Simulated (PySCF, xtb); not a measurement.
Ge(H)3(NMe2) (C2H9GeN), SMILES [N]([GeH3])(C)C.

GFN2-xTB (xtb) at its own geometry gives an orbital gap of 5.97 eV and a dipole moment of 1.01 D.

Geometry optimised at TPSSh-D3(BJ)/def2-SVP.

What does B3LYP/def2-TZVP in PySCF give? (Estimate from the structure and the level; the computed values follow.)

gap 6.29 eV (levels -5.96 and 0.33 eV), dipole 0.45 D.
